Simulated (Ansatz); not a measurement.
The cluster Cu₃H, relaxed as a singlet with RKS PBE-D4/def2-TZVP in Ansatz, starting from the GFN2-xTB geometry. Force threshold 0.02 eV/Å.

The relaxation made no stability test and no search for a lower SCF solution. The structure comes from a short search, and lower isomers may exist.

Start:

```xyz
4

Cu   -0.513   -0.463   -0.207
Cu    0.274    1.630    0.863
Cu    1.844    0.282   -0.011
H    -1.605   -1.449   -0.646
```

```
step   energy (eV)  largest force component (eV/Å)  SCF passes
   1  -133919.8756                           0.291          20
   2  -133919.8867                           0.145          22
   3  -133919.8904                           0.011          22
   4  -133919.8906                           0.012          23
   5  -133919.8909                           0.021          23
   6  -133919.8941                           0.014          30
```

Force components are those of the run's own axes.

End:

```
atom    x (Å)    y (Å)    z (Å)
 Cu1  -0.4025  -0.5299  -0.2528
 Cu2   0.1566   1.5385   0.8240
 Cu3   1.9110   0.3118  -0.0005
  H4  -1.6651  -1.3204  -0.5707
```

By distances, no bond broke or formed. The bond that changes most is Cu1–Cu2, from 2.48 to 2.40 Å (atoms count from 1).

The force fell under the threshold at step 3, but the optimiser went on and released 0.004 eV more. No frequencies were taken in this run, so the end may be a saddle point.

Hardware: 4 threads of Arm Neoverse V2 on a shared host. Wall time 8 s.
